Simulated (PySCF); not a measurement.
Pb(F)(I), FIPb, SMILES [F][Pb][I], PBE0/def2-SVP optimised geometry.

```
3

Pb    -1.24    -1.01     0.00
F     -1.59     1.01     0.00
I      1.59    -1.01     0.00
```

Density from PBE0/def2-TZVP, def2 effective core potentials past Kr run with PySCF at that geometry. The core electrons that the potentials of I, Pb replace are not part of the density.

Minimum of the electron density along straight lines between bonded atoms, close to the bond critical point (lines longer than 1.1 times the sum of covalent radii, or with two minima, are not listed):

```csv
bond,length / Å,ρ at the minimum / e bohr⁻³,∇²ρ there / e bohr⁻⁵,position (fraction from the first atom)
Pb1–F2,2.057,0.104,0.47,0.54
Pb1–I3,2.830,0.056,0.07,0.47
```
